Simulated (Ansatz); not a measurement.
`[OH][Cd][Br]` and `[NH2][Cd][OH]` differ in one atom or group.

Ansatz, PBE0-D4/def2-TZVP geometries, multiplicity 1. Each molecule was computed in one conformer, which needn't be the lowest.

Elements past krypton have def2 core potentials. Scalar relativity is left out up to krypton.

| property | `[OH][Cd][Br]` |
| --- | --- |
| LUMO energy (PBE/def2-TZVPP) / eV | -2.74 |
| HOMO–LUMO gap (PBE/def2-TZVPP) / eV | 3.94 |
| LUMO energy (B3LYP/def2-TZVPP) / eV | -2.21 |
| size of the dipole moment (B3LYP/def2-TZVPP) / D | 1.58 |
| HOMO energy (PBE/def2-TZVPP) / eV | -6.69 |
| zero-point energy (PBE0-D4/def2-TZVP) / kJ/mol | 34.4 |

**Question.** What does the change do to each property? (An estimate is asked.)

**Answer.** Computed: 
```
                                        property  `[NH2][Cd][OH]`  shift
               LUMO energy (PBE/def2-TZVPP) / eV            -1.83   0.91
             HOMO–LUMO gap (PBE/def2-TZVPP) / eV             3.92  -0.02
             LUMO energy (B3LYP/def2-TZVPP) / eV            -1.34   0.87
size of the dipole moment (B3LYP/def2-TZVPP) / D             2.70   1.12
               HOMO energy (PBE/def2-TZVPP) / eV            -5.75   0.94
  zero-point energy (PBE0-D4/def2-TZVP) / kJ/mol             98.3   63.9
```

With PBE0 the HOMO rises by 1.09 eV and the LUMO rises by 0.88 eV, so the gap narrows by about 0.21 eV. PBE moves the HOMO by 0.94 eV and ωB97M-V by 1.03 eV. The zero-point energy changes by 63.9 kJ/mol with +6 modes. Dipoles are sizes alone; their direction can turn.

B3LYP here is the variant with VWN-RPA as its local correlation; programs differ in this.

Spin–orbit coupling is left out; it splits and shifts lone-pair levels of the heavy atoms by tenths of an eV.
